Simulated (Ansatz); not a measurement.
Input for Ansatz (a first-principles code): R-BLYP/def2-TZVPP on GaH3S (SMILES [SH][GaH2]), a point of a torsion scan.

Ansatz 0.2 input:
```yaml
crystal:
  periodic: [false, false, false]
  atoms:
    - {symbol: S, position_ang: [1.50103033, -0.61104403, 0.47201788]}
    - {symbol: Ga, position_ang: [-0.63444868, -0.18362337, 0.11780840]}
    - {symbol: H, position_ang: [1.87432424, 0.31407106, -0.41231610]}
    - {symbol: H, position_ang: [-1.05744080, 0.91963733, -0.91599564]}
    - {symbol: H, position_ang: [-1.78585161, -0.93875024, 0.85817837]}
basis:
  gaussian:
    orbitals: def2-TZVPP
hamiltonian:
  xc: {name: BLYP}
scf: {lower_state_search: off}
```

Question: Give the final energy of this run.

Answer: -2324.9430 hartree.
